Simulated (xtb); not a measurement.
Input file for xtb: GFN1-xTB on AlAsH4 (SMILES [AlH2][AsH2]), a point of a torsion scan.

```
$ xtb mol.xyz --gfn 1 --sp --chrg 0 --uhf 0
6

Al    -0.86480814    -0.12979796    -0.14942206
As     1.48181469    -0.42113696    -0.55534952
H     -2.09296843    -1.04268972    -0.44055384
H     -1.35294706     1.17723363     0.55109559
H      1.35233424     1.09001789    -0.65565139
H      1.49696005    -0.26475010     0.95799368
```

Q: What total energy does the run end on?

A: -5.7930 hartree.
